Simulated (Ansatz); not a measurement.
Job for Ansatz (a first-principles code): R-revPBE/def2-TZVPP on I2Pb (SMILES [I][Pb][I]). Elements past Kr take the def2 small-core potentials; no spin–orbit coupling.

Ansatz 0.2 input:
```yaml
crystal:
  periodic: [false, false, false]
  atoms:
    - {symbol: Pb, position_ang: [-1.19875976, 0.02791868, 0.04472855]}
    - {symbol: I, position_ang: [0.50327706, -1.29849062, -1.79693527]}
    - {symbol: I, position_ang: [0.69548270, 1.27057194, 1.75220671]}
basis:
  gaussian:
    orbitals: def2-TZVPP
hamiltonian:
  xc: {name: revPBE}
scf: {lower_state_search: off}
```

It printed:

```
WARN ansatz: RAYON_NUM_THREADS=4 ignored (pool sized by the plan → 4); use --threads N
Functional definition: revPBE
these checks for a lower state are left out or cut short: stability, starts, cluster_reference, orbital_swaps, neighbouring_geometries, increment
integrals: 0.08 GiB planned
1116 factors; their error is unknown
mean field: 0.50 GiB planned
mean field evaluation 1: about -21457.2755 eV, gradient 1.6e1 eV
mean field evaluation 2: about -21447.4395 eV, gradient 5.5e1 eV
mean field evaluation 4: about -21458.3850 eV, gradient 3.1e0 eV
mean field evaluation 8: about -21458.4094 eV, gradient 5.9e-2 eV
mean field evaluation 16: about -21458.3981 eV, gradient 7.1e-5 eV
mean field -21458.39808968 eV, -788.5815847711 hartree, gradient 6.0e-6 eV, S^2 0.000000; 0 other end points of the search recorded, 0 dependent functions left out
reference -21458.39813251 eV, -788.5815863449 hartree; 36, 36 occupied and 114, 114 virtual orbitals, 1116 factors
Total energy: -21458.39813251 eV, -788.5815863449 hartree
Checks for a lower state left out: stability, starts, cluster_reference, orbital_swaps, neighbouring_geometries, increment
```

The calculation finished and met its thresholds.

Cost: around 1.5 core-seconds (rough).
